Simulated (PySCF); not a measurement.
# Basis and Hamiltonian dependence of the excitation energy of Sb

Sb [Kr] 4d10 5s2 5p3 (4S) → Sb [Kr] 4d10 5s1 5p3 6s1 (6S). All values are computed (PySCF 2.14, energy differences of UHF-based or UKS calculations, no spin-orbit coupling). Values in eV.

| basis | Hamiltonian | functions | UHF | LDA | PBE0 | MP2 (valence) | CCSD(T) (valence) | CCSD(T) (valence and next inner shell) |
| --- | --- | --- | --- | --- | --- | --- | --- | --- |
| aug-cc-pVDZ-PP with ECP28MDF | ECP | 32 | 9.820 | 12.412 | 11.819 | 10.589 | 10.783 | n/a |
| aug-cc-pwCVDZ-PP with ECP28MDF | ECP | 48 | 9.806 | 12.415 | 11.815 | 10.641 | 10.829 | 11.303 |
| aug-cc-pVTZ-PP with ECP28MDF | ECP | 55 | 9.716 | 12.368 | 11.756 | 10.736 | 10.931 | n/a |
| def2-TZVPPD with the def2 core potential (28 electrons) | ECP | 56 | 9.871 | 12.465 | 11.877 | 10.857 | 11.047 | 11.544 |
| aug-cc-pVTZ-PP with one added diffuse shell each of d, f type with ECP28MDF | ECP | 67 | 9.716 | 12.368 | 11.756 | 10.737 | 10.931 | n/a |
| aug-cc-pVTZ-DK3 | spin-free X2C | 68 | 9.759 | n/a | n/a | 10.763 | 10.954 | n/a |
| ANO-RCC-VTZP | spin-free X2C | 68 | 11.904 | 13.912 | 13.502 | 12.805 | 12.986 | 13.464 |
| def2-QZVPPD with the def2 core potential (28 electrons) | ECP | 88 | 9.675 | 12.363 | 11.740 | 10.804 | 10.970 | n/a |
| aug-cc-pVQZ-PP with ECP28MDF | ECP | 92 | 9.645 | 12.347 | 11.720 | 10.782 | 10.945 | n/a |
| aug-cc-pwCVTZ-PP with ECP28MDF | ECP | 96 | 9.705 | 12.380 | 11.766 | 10.770 | 10.952 | n/a |
| aug-cc-pVQZ-PP with one added diffuse shell each of s, p, d, f, g type with ECP28MDF | ECP | 117 | 9.589 | 12.329 | 11.691 | 10.746 | n/a | n/a |
| aug-cc-pwCVTZ-DK3 with one added diffuse shell each of s, p, d, f type | spin-free X2C | 125 | 9.593 | 12.238 | 11.637 | 10.684 | n/a | n/a |
| x2c-QZVPPall with one added diffuse shell each of s, p, d, f type | spin-free X2C | 128 | 9.615 | 12.242 | 11.645 | 10.744 | n/a | n/a |
| dyall-av2z | non-relativistic | 130 | 9.009 | 11.399 | 10.881 | 9.855 | 10.062 | n/a |

Frozen in the all-electron rows: valence: [Kr] 4d10; valence and next inner shell: [Ar] 3d10; with a core potential, the same shells as far as they lie outside it.

At UHF, ANO-RCC-VTZP lies more than 0.3 eV from the median of the rows with comparable relativity. Of these, ANO-RCC-VTZP has no diffuse functions of the l that the added or promoted electron needs.

Non-relativistic rows lack the scalar-relativistic shift. The upper state lies above the first ionisation limit, but in LS coupling its spin forbids autoionisation to the ground ion; at this Z spin-orbit coupling breaks that rule. A Rydberg-like electron needs more diffuse functions than a valence basis has.
